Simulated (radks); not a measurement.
The numbers below are computed, except where a source is named.
Task: Spherical quantum dot in the effective-mass picture: electrons in a hard-walled sphere of radius 7.02, with a point charge +2 (a donor) at the centre, all in effective atomic units (hartree* = m*/eps^2 hartree, bohr* = eps/m* bohr), one dielectric constant everywhere. Level of theory: non-relativistic Kohn-Sham, exchange-only LDA, spin-polarised, spherical densities (a radial shooting solver with Libxc functionals). Levels are named by radial order and angular momentum (1s, 1p, 1d, 2s, ...), and open shells are averaged over m. At N = 19 the configuration is 1s2 1p6 1d(up 5, down 4) 2s2. Does electron 20 go into 1f down or 1d down or 1f up?

Result: Into 1d down. The total energies of the other choices lie higher by 0.108 hartree* (1f up), 0.118 hartree* (1f down).
